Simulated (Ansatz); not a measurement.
H$_{5}$InS, SMILES `[SH2+][InH3-]`, relaxed with RKS PBE-D4/def2-SVP in the Gaussian-basis code of Ansatz from a rough embedded geometry. The force threshold is 0.03 eV/Å; the program also tests the step.

Total charge 0; spin multiplicity 1. In: def2 effective core potential.

Start:

```xyz
7

S    -0.950    1.184    0.292
In    0.552   -0.597   -0.437
H    -0.275    1.986    1.159
H    -2.073    0.607    0.800
H     0.863   -0.481   -2.220
H     2.124   -0.492    0.467
H    -0.241   -2.208   -0.060
```

By how much does the energy fall, and how many steps does the optimiser take? (An estimate is asked.)

The calculation gave: 1.09 eV, in 5 steps.

Which bonds change most? (Estimate.)

Computed: S1–In2 from 2.441 to 2.911 Å; In2–H7 from 1.835 to 1.751 Å; In2–H5 from 1.813 to 1.746 Å; In2–H6 from 1.816 to 1.751 Å.

Give the relaxed structure. (An estimate is asked.)

Computed: 
```xyz
7

S    -1.049    1.356    0.127
In    0.740   -0.840   -0.545
H    -0.308    1.747    1.201
H    -1.851    0.576    0.904
H     0.854   -0.459   -2.245
H     1.995   -0.310    0.556
H    -0.381   -2.069    0.002
```
